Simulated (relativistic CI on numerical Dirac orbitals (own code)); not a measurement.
Method of calculation: Dirac-Coulomb-Breit CI, KLI orbitals optimised for each configuration, QED by a radiative potential, unscaled Slater integrals (own radial code, finite nucleus).

Configurations in the expansion (outside the closed core [Ne]): 3s²3p⁴, 3s²3p³3d, 3s3p⁵, 3p⁶, 3s3p⁴3d, 3s3p³3d², 3p⁵3d, 3s²3p²3d4p, 3s²3p³4s, 3s3p³3d4s, 3p⁵4s, 3p⁵4p, 3s²3p³4p, 3s²3p³4d, 3s²3p³4f, 3s3p⁴4s, 3p⁴3d4p, 3s3p⁴4p, 3s3p⁴4d, 3s3p⁴4f, 3s²3p³5s, 3s²3p³5p, 3s²3p²4s4p, 3s²3p³5d, 3s²3p³5f, 3s²3p³5g, 3s3p³4s², 3s3p⁴5s, 3s²3p²3d², 3s²3p3d³, 3s3p²3d³, 3s²3p3d²4s, 3s²3p3d²4p, 3s²3p3d²4d, 3p⁴3d², 3p³3d³, 3p³3d²4s, 3p³3d²4p, 3p³3d²4d, 3s²3p²3d4s, 3s3p²3d²4s, 3s²3p3d4s², 3s²3p3d4s4p, 3s²3p3d4s4d, 3p⁴3d4s, 3p³3d4s², 3p³3d4s4p, 3p³3d4s4d, 3s²3p²4s², 3s3p²3d4s², 3s²3p4s²4p, 3s²3p4s²4d, 3s²3p²4p², 3s²3p3d4p², 3s3p²3d4p², 3s²3p4s4p², 3s²3p4p³, 3s²3p4p²4d, 3s3p³4s4p, 3s3p²3d4s4p, 3s3p²4s²4p, 3s3p²4s4p², 3s3p²4s4p4d. Double excitations out of closed p, d and f shells are left out; levels of such configurations are missing from the list, as are those of other unlisted configurations, and high levels can miss mixing partners. These lack a partner that the ground configuration has and come out too high: 3s²3p³4f, 3s3p⁴4p, 3s3p⁴4d, 3s3p⁴4f, 3s²3p³5s.

At this charge energies of transitions that change n are usually good to better than 1 %, and those within a shell (Δn = 0) to a few per cent.

Outline of the computed level scheme of Tl LXVI. Lowest level of each configuration: 3s²3p⁴ ³P2 at 0.000 eV; 3s²3p³3d ³D°2 at 264.016 eV; 3s²3p²3d² ³F2 at 539.807 eV; 3s3p⁵ ³P°2 at 753.028 eV.

Some strong electric-dipole decays among the lowest 45 levels: 3s²3p³3d ³S°1 → 3s²3p⁴ ³P2 (9.4e+12 s⁻¹); 3s²3p³3d ³D°2 → 3s²3p⁴ ³P2 (8.7e+12 s⁻¹); 3s²3p³3d ³D°1 → 3s²3p⁴ ¹S0 (8.3e+12 s⁻¹); 3s²3p³3d ³D°3 → 3s²3p⁴ ³P2 (5.8e+12 s⁻¹); 3s²3p³3d ³D°1 → 3s²3p⁴ ³P2 (3.2e+12 s⁻¹); 3s3p⁵ ³P°2 → 3s²3p⁴ ³P2 (1.7e+12 s⁻¹); 3s3p⁵ ¹P°1 → 3s²3p⁴ ³P2 (1.1e+12 s⁻¹); 3s²3p³3d ¹F°3 → 3s²3p⁴ ¹D2 (1.0e+12 s⁻¹).

LS names give the leading component of a level, which can be under half, so a name can repeat, a term be missing and a line seem to break the LS rules.
